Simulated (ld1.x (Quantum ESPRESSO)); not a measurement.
**u(r) = r·R(r): atom against pseudo-atom (P (Z = 15))**

Columns: radius, all-electron u(r) and pseudo u(r) of the 3p shell (level -14.22 eV) of phosphorus in the configuration [Ne] 3s2 3p2; PBE, scalar-relativistic, RRKJ scheme, ld1.x (Quantum ESPRESSO) 7.5.

```json
{"r (bohr)": "0.070", "all-electron": "0.0880", "pseudo": "-0.0035"}
{"r (bohr)": "0.140", "all-electron": "0.2149", "pseudo": "-0.0140"}
{"r (bohr)": "0.210", "all-electron": "0.2990", "pseudo": "-0.0310"}
{"r (bohr)": "0.280", "all-electron": "0.3283", "pseudo": "-0.0538"}
{"r (bohr)": "0.350", "all-electron": "0.3109", "pseudo": "-0.0815"}
{"r (bohr)": "0.420", "all-electron": "0.2597", "pseudo": "-0.1134"}
{"r (bohr)": "0.490", "all-electron": "0.1866", "pseudo": "-0.1486"}
{"r (bohr)": "0.560", "all-electron": "0.1011", "pseudo": "-0.1865"}
{"r (bohr)": "0.630", "all-electron": "0.0100", "pseudo": "-0.2265"}
{"r (bohr)": "0.700", "all-electron": "-0.0816", "pseudo": "-0.2682"}
{"r (bohr)": "0.770", "all-electron": "-0.1704", "pseudo": "-0.3112"}
{"r (bohr)": "0.840", "all-electron": "-0.2541", "pseudo": "-0.3553"}
{"r (bohr)": "0.910", "all-electron": "-0.3314", "pseudo": "-0.4001"}
{"r (bohr)": "0.980", "all-electron": "-0.4015", "pseudo": "-0.4450"}
{"r (bohr)": "1.050", "all-electron": "-0.4641", "pseudo": "-0.4895"}
{"r (bohr)": "1.120", "all-electron": "-0.5194", "pseudo": "-0.5325"}
{"r (bohr)": "1.190", "all-electron": "-0.5676", "pseudo": "-0.5732"}
{"r (bohr)": "1.260", "all-electron": "-0.6088", "pseudo": "-0.6105"}
{"r (bohr)": "1.330", "all-electron": "-0.6431", "pseudo": "-0.6434"}
{"r (bohr)": "1.400", "all-electron": "-0.6710", "pseudo": "-0.6710"}
{"r (bohr)": "1.470", "all-electron": "-0.6928", "pseudo": "-0.6928"}
{"r (bohr)": "1.540", "all-electron": "-0.7090", "pseudo": "-0.7090"}
{"r (bohr)": "1.610", "all-electron": "-0.7200", "pseudo": "-0.7200"}
{"r (bohr)": "1.680", "all-electron": "-0.7264", "pseudo": "-0.7264"}
{"r (bohr)": "1.750", "all-electron": "-0.7286", "pseudo": "-0.7286"}
{"r (bohr)": "1.820", "all-electron": "-0.7270", "pseudo": "-0.7270"}
```

Problem. How many radial nodes do the two functions have?

Solution. The all-electron 3p function has n − l − 1 = 1; the pseudo-wave has 0, since the states of the same l below it are removed with the core.

Problem. At about which radius was the pseudo-wave matched?

Solution. 1.40 bohr, where the columns begin to agree (steps of 0.07 bohr).

Problem. Where does each function peak?

Solution. Outermost all-electron maximum near 1.75 bohr, pseudo maximum near 1.75 bohr (to the table’s step).

Problem. Is the pseudo-wave norm-conserving?

Solution. Yes: the RRKJ scheme keeps the norm inside the radius equal to the all-electron one, which fixes the energy derivative of the logarithmic derivative at the level.
